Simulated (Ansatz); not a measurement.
Sn₄Ge₂H₁₂⁺, an alloyed cluster cut from the lattice of tin (2 Ge, core). Total charge 1; doublet. Geometry PBE-D4/def2-SVP, that of the neutral singlet; atoms count from 1.

Cartesian coordinates in Å:
```
Ge 0.595 -2.252 0.892
Sn 0.894 1.851 1.542
Sn -2.252 0.349 -1.413
Sn -0.795 -2.053 -1.335
Sn -0.572 2.505 -0.762
Ge 2.183 -0.405 1.119
H 1.342 -3.619 0.926
H -0.376 -2.223 2.107
H 1.995 3.119 1.981
H -0.194 1.621 2.874
H -2.976 0.569 -2.976
H -3.545 0.273 -0.258
H 0.304 -2.089 -2.678
H -1.855 -3.417 -1.497
H 0.534 2.782 -2.070
H -1.478 3.969 -0.539
H 3.015 -0.287 -0.192
H 3.180 -0.694 2.281
```

In the def2 sets Sn takes a core potential; there is no spin–orbit coupling.

**Question.** Estimate the Mulliken populations from the PBE0/def2-TZVP orbitals of Ansatz.

**Answer.** 
```json
{"atom": "Ge1", "charge (e)": "-0.09", "spin (α − β)": "0.05"}
{"atom": "Sn2", "charge (e)": "0.16", "spin (α − β)": "0.19"}
{"atom": "Sn3", "charge (e)": "0.16", "spin (α − β)": "0.29"}
{"atom": "Sn4", "charge (e)": "0.16", "spin (α − β)": "0.16"}
{"atom": "Sn5", "charge (e)": "0.16", "spin (α − β)": "0.31"}
{"atom": "Ge6", "charge (e)": "-0.09", "spin (α − β)": "0.07"}
{"atom": "H7", "charge (e)": "0.09", "spin (α − β)": "0.00"}
{"atom": "H8", "charge (e)": "0.07", "spin (α − β)": "0.00"}
{"atom": "H9", "charge (e)": "0.03", "spin (α − β)": "0.00"}
{"atom": "H10", "charge (e)": "0.02", "spin (α − β)": "-0.01"}
{"atom": "H11", "charge (e)": "0.03", "spin (α − β)": "-0.01"}
{"atom": "H12", "charge (e)": "0.03", "spin (α − β)": "-0.01"}
{"atom": "H13", "charge (e)": "0.02", "spin (α − β)": "0.00"}
{"atom": "H14", "charge (e)": "0.03", "spin (α − β)": "0.01"}
{"atom": "H15", "charge (e)": "0.03", "spin (α − β)": "-0.01"}
{"atom": "H16", "charge (e)": "0.03", "spin (α − β)": "-0.02"}
{"atom": "H17", "charge (e)": "0.07", "spin (α − β)": "0.00"}
{"atom": "H18", "charge (e)": "0.09", "spin (α − β)": "0.00"}
```
Mulliken values depend strongly on the basis.

**Question.** Where does the spin sit?

**Answer.** Summed by element: Ge 0.12, Sn 0.94, H -0.06, of 1 unpaired in all. Largest on single atoms: Sn5 0.31, Sn3 0.29, Sn2 0.19.

**Question.** And the Mayer bond orders between heavy atoms (over 0.3)?

**Answer.** Ge1–Sn4 0.82 (2.63 Å); Ge1–Ge6 0.83 (2.45 Å); Sn2–Sn5 0.72 (2.81 Å); Sn2–Ge6 0.80 (2.63 Å); Sn3–Sn4 0.74 (2.81 Å); Sn3–Sn5 0.70 (2.81 Å).
